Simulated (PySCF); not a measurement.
# What a mistake does to a calculation on CGe2H6

Calculated results; nothing here was measured. The program is PySCF 2.14.0, an open-source quantum chemistry code, run on an isolated molecule that a program drew, which may never have been made. The molecule is CGe2H6 (charge 0, singlet), drawn as the SMILES string `[GeH][CH2][GeH3]`.

Each row is a Hartree-Fock (HF) and frozen-core CCSD(T) single point in the cc-pVDZ basis, meant for a local HF minimum. Run 1 is clean. Each other run has one planted mistake out of seven kinds, and not every kind appears here: one electron removed, one electron added, multiplicity raised by two, geometry at a saddle point, minimal basis STO-3G, one bond length entered in bohr, all coordinates scaled. The reference is restricted for singlets and unrestricted otherwise, and also for a bond in bohr. Adding or removing an electron swaps singlet and doublet. Electrons count all cores. HOMO and LUMO are orbital energies over both spins, the gradient is its largest component, and the lowest frequency (negative if imaginary) is given only where the gradient is small. Bond lengths are over the 8 bonds as drawn. T1 is the CCSD diagnostic: over 0.02 (restricted) or 0.045 (unrestricted) a single reference is doubtful. Germanium has the cc-pVDZ-PP basis, with a core potential (ECP10MDF) in place of its 10 inner electrons, and its 3s, 3p and 3d shells are frozen in CCSD(T).

Geometry of the clean run:
```xyz
9
CGe2H6, angstrom
Ge    0.2929   -0.8927   -3.3893
C     1.0273   -0.8841   -1.5323
Ge   -0.3534   -1.1521   -0.1437
H    -0.5149    0.4672   -3.2258
H     1.7824   -1.6658   -1.4215
H     1.4897    0.0843   -1.3121
H     0.2815   -1.6831    1.1468
H    -1.0669    0.1716    0.1462
H    -1.4047   -2.1733   -0.6113
```

| run | electrons | basis functions | <S^2> | HOMO (eV) | LUMO (eV) | gradient (hartree/bohr) | lowest frequency (cm^-1) | mean bond (Å) | longest bond (Å) | T1 | HF (hartree) | CCSD(T) (hartree) | mistake |
|---|---|---|---|---|---|---|---|---|---|---|---|---|---|
| 1 | 76 | 90 | 0.000 | -8.68 | 0.58 | 1.4e-05 | 49 | 1.5443 | 1.997 | 0.0120 | -628.06987 | -628.46132 | no fault |
| 2 | 76 | 90 | 0.991 | -8.81 | 0.61 | 7.8e-03 | - | 1.7146 | 2.894 | 0.0587 | -627.96659 | -628.34517 | one bond length entered in bohr |
| 3 | 76 | 90 | 2.006 | -7.55 | -0.15 | 3.2e-02 | - | 1.5443 | 1.997 | 0.0139 | -628.03167 | -628.40572 | multiplicity raised by two |
| 4 | 75 | 90 | 0.772 | -16.36 | -6.76 | 3.6e-02 | - | 1.5443 | 1.997 | 0.0186 | -627.78697 | -628.15203 | ? |

**Which mistake was planted in run 4, and what did it cost?**

It counts 75 electrons, one fewer than the clean run, at the same geometry and basis. So the mistake is: one electron removed. Subtracting run 1 and multiplying by 627.51 kcal/mol a hartree, the energy moved by 177.5 kcal/mol in HF and 194.1 kcal/mol in CCSD(T).

Cautions from the logs. Run 2: T1 is over the limit, so its CCSD(T) energy is less reliable.
